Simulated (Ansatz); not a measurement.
The same path of BClH2O + FH (7 atoms, charge 0, multiplicity 1) was run twice with different band settings. Lost on the way: B1–H2, F6–H7. Made: B1–F6, H2–H7.

Computed with RKS BHLYP/def2-SVP (Ansatz 0.2.0).

Relaxed end points:

```xyz
7
Properties=species:S:1:pos:R:3
B -0.047 -0.481 0.007
H -0.151 -1.055 1.046
Cl 1.572 0.052 -0.503
O -1.052 -0.251 -0.829
H -1.903 -0.533 -0.501
F 0.006 1.942 1.343
H 0.775 1.822 0.856
```

```xyz
7
Properties=species:S:1:pos:R:3
B -0.206 0.466 -0.633
H 0.669 0.006 3.041
Cl 1.167 -0.165 -1.546
O -1.435 -0.027 -0.761
H -1.517 -0.748 -1.380
F -0.001 1.456 0.198
H 0.521 0.509 2.500
```

Common settings: movable images 5; spring 5.0 eV/Å²; start path through a guess of the saddle point; force threshold 0.05 eV/Å; iteration limit 60; end points relaxed.

| run | climbing image | optimiser |
| --- | --- | --- |
| 1 | yes | quadratic models (default) |
| 2 | from the first iteration | lbfgs |

(1) What does each run give, and how far can it be trusted?

## Answers

(1) Run 1: converged after 24 iterations, highest image 1.339 eV above the first end. The profile has 2 maxima (images 2, 4) with wells between them (image 3): this band takes more than one step, which may be the mechanism or a detour left from its start path. Neighbouring images differ by up to 2.4 eV, so the band resolves the path poorly. A vibrational analysis at the climbing image gives one clearly imaginary mode, 1404i cm⁻¹: a first-order saddle point.
Run 2: not converged after 60 iterations, highest image 1.444 eV above the first end. The band didn't meet its force threshold, so its energies are provisional: the largest band force was still 0.14 eV/Å, and over the last iterations the top stayed at 1.44 eV.
The orbitals stay closed-shell, which can raise the energy where a bond breaks towards radicals; this wasn't checked here.
